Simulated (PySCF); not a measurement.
Compound: C3H9FO2Si.
Structure used (GFN2-xTB), in Å, numbered top down from 1:
```xyz
16
C3H9FO2Si angstrom
C     -1.6649   -1.3157   -0.2181
C     -0.4996   -0.3522   -0.4279
C     -0.9683    1.0898   -0.2191
F     -0.0454    1.9771   -0.7267
O      0.5160   -0.6733    0.4720
Si     2.0732   -0.1990    0.5423
O      2.3037    1.3404    0.9953
H     -2.4457   -1.1425   -0.9534
H     -1.3054   -2.3362   -0.3130
H     -2.0734   -1.1860    0.7808
H     -0.1224   -0.4417   -1.4579
H     -1.9086    1.2832   -0.7418
H     -1.0625    1.3063    0.8486
H      2.7114   -0.4369   -0.7536
H      2.5182   -0.9794    1.6754
H      1.9662    2.0748    0.4857
```

The closed-shell SCF was solved with PySCF and density fitting under several settings on one GFN2-xTB geometry (grid level 2 and gas phase unless stated).

```
      settings  basis functions  SCF cycles     E (Eh)  HOMO (eV)  LUMO (eV)  dipole (D)
 PBE0/pcSseg-1              171          14  -659.0224      -8.36       1.32        2.80
PBE0/def2-SVPD              225          14  -658.7296      -8.41       0.54        2.71
```

Estimate the rows for these settings: (1) WP04/IGLO-II; (2) BLYP/pcSseg-1, start guess atom, damping 0.3 at the start, DIIS from the seventh cycle.

```tsv
settings	basis functions	SCF cycles	E (Eh)	HOMO (eV)	LUMO (eV)	dipole (D)
WP04/IGLO-II	221	15	-670.6603	-9.44	-0.30	2.77
BLYP/pcSseg-1, start guess atom, damping 0.3 at the start, DIIS from the seventh cycle	171	21	-659.4437	-6.67	0.45	2.69
```

Over all rows, what range does the HOMO–LUMO gap span?

From 7.12 eV (BLYP/pcSseg-1, start guess atom, damping 0.3 at the start, DIIS from the seventh cycle) to 9.68 eV (PBE0/pcSseg-1). The functional of the narrowest has no exact exchange, that of the widest 25 % exact exchange.

And the dipole moment?

From 2.69 D (BLYP/pcSseg-1, start guess atom, damping 0.3 at the start, DIIS from the seventh cycle) to 2.80 D (PBE0/pcSseg-1); the largest is 1.04 times the smallest, and the median is 2.74 D.

Compare two rows with the functional PBE0: PBE0/pcSseg-1 and PBE0/def2-SVPD. Which energy is lower, and by how much?

PBE0/pcSseg-1 (171 functions) lies 0.2928 Eh or 184 kcal/mol below PBE0/def2-SVPD (225 functions). The smaller set gives the lower energy; the two sets aren't nested, so the variational bound doesn't order them by size.

Whole jobs, the steps after the SCF included, on one thread, AMD EPYC 7B13 (x86_64), no GPU, shared host:

```tsv
settings	work after the SCF	wall time	peak memory
PBE0/pcSseg-1	shieldings, charges and field gradients, density and orbital grids written	29 s	0.77 GiB
PBE0/def2-SVPD	6 singlets by full TDDFT, 2 Tamm–Dancoff triplets, polarisability, density and orbital grids written	42 s	0.91 GiB
WP04/IGLO-II	spin–spin couplings from 14 perturbed nuclei, spin–dipole term for 2 of them	38 s	0.90 GiB
BLYP/pcSseg-1, start guess atom, damping 0.3 at the start, DIIS from the seventh cycle	shieldings, charges and field gradients	45 s	0.67 GiB
```

Cycle counts include a coarse-grid stage where the run had one. WP04 was designed for NMR shieldings or shifts; total energies of different functionals aren't comparable.

One conformer stands for the species.
